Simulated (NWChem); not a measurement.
System: SiH$_{4}$TeSO; SMILES [SiH3]O[Te]S

Here is an NWChem input.

```
start job
memory heap 200 mb stack 900 mb global 1100 mb
geometry units angstroms
  Te     0.169650     0.466517     0.551956
  S     -1.925193     0.609235    -0.521608
  H     -2.649133    -0.134357     0.313625
  O      0.664843    -1.331677    -0.128893
  Si     1.023972    -1.837598    -1.635122
  H     -0.092597    -1.560394    -2.538644
  H      1.199966    -3.250319    -1.334005
  H      2.224471    -1.153380    -2.114704
end
basis spherical
  * library def2-svp
end
ecp
  Te library def2-ecp
end
dft
  xc pbe0
  iterations 150
end
driver
  maxiter 120
end
task dft optimize
dft
  grid fine
  convergence energy 1d-8 density 1d-7
end
task dft freq numerical
```

def2 effective core potentials on Te; no spin-orbit coupling.

The level has its own optimisation; frequencies are unscaled.

Q: Give the results of this calculation. (PBE0/def2-SVP with def2 effective core potentials on Te.) Quantities: r S–Te (Å); r O–Te (Å); r H–S (Å); r O–Si (Å); highest harmonic frequency (cm⁻¹); lowest (cm⁻¹); zero-point energy (kcal/mol).

A: 
- r S–Te (Å) = 2.386
- r O–Te (Å) = 1.999
- r H–S (Å) = 1.354
- r O–Si (Å) = 1.676
- highest harmonic frequency (cm⁻¹) = 2688
- lowest (cm⁻¹) = 47
- zero-point energy (kcal/mol) = 24.3
